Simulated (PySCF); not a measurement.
Vertical excitations of a molecule C4H7NSi from TDDFT-PBE/def2-SVPD (PySCF), as energy in eV (oscillator strength): 3.94 (0.009), 4.56 (0.007), 5.05 (0.145), 5.66 (0.004), 5.76 (0.006), 5.81 (0.010), 5.87 (0.027), 5.93 (0.044), 6.34 (0.012), 6.41 (0.034). Lowest triplet (TDA): 3.17 eV. Geometry optimised at PBE-D3(BJ)/def2-SVP. The values are those of a single conformer.

Question: Identify the compound among the candidates.
A) C#C[Si@@H](N)C=C
B) [SiH3]C1=NCC=C1
C) C#CC(=C)[SiH2]N
D) [SiH3]c1ccc[nH]1

Answer: C, C#CC(=C)[SiH2]N
